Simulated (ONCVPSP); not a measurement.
potassium, ONCV: configuration errors across variants

ONCVPSP 4.0.1 input, shortened (lines: element, Z, core and valence counts, functional; n l f; lmax; l rc ep ncon nbas qcut; lloc lpopt rc5 dvloc0; l nproj debl; icmod fcfact rcfact), LDA (Perdew-Wang 92), fully relativistic:

```
  K 19.00    3    2  -001012      upf
    1    0    2.00
    2    0    2.00
    2    1    6.00
    3    0    2.00
    3    1    6.00
    2
    0    1.70    0.00    5    9    9.20
    1    2.05    0.00    4    9    7.20
    2    1.55    0.12    5   10    6.20
    4    4    1.10    1.00
    0    2    0.40
    1    2    0.90
    2    2    2.70
    1    0.40    0.00
```

Open shells are filled in proportion to 2j + 1.

In the s channel the program set the typed energies aside and used -1.520, 0.250 Ha. In the p channel the program set the typed energies aside and used -0.914, 0.250 Ha (j = l + 1/2; the other j can differ). In the d channel the program set the typed energies aside and used 0.050, 2.750 Ha (j = l + 1/2; the other j can differ).

All-electron excitation energies from the reference (eV): (1) 3s2 3p6 4s1 -4.404; (2) 3s2 3p6 4s0.5 -2.695; (3) 3s2 3p6 4p1 -2.776; (4) 3s2 3p5 4s1 20.564.

1 further variants failed, have other tests or another functional or relativity, and are left out.

Errors AE − PS in meV (a dash: test not solved or not reliable):

```tsv
change	(1)	(2)	(3)	(4)	bound ghosts	GHOST(+) flags above zero
base	0.0	0.0	0.0	-1.9	none	none
local potential polynomial inside 1.30 bohr (lpopt 5, dvloc0 0 Ha)	0.0	0.0	0.0	-1.9	none	none
p: qcut 10.1	0.0	0.0	0.0	+7.3	none	none
d: rc 1.52	0.0	0.0	0.0	-1.9	none	none
```

Question: Give the same row for: p: nbas 7.

Answer: 0.0, 0.0, 0.0, -2.5; bound ghosts: none; GHOST(+) flags above zero: none.
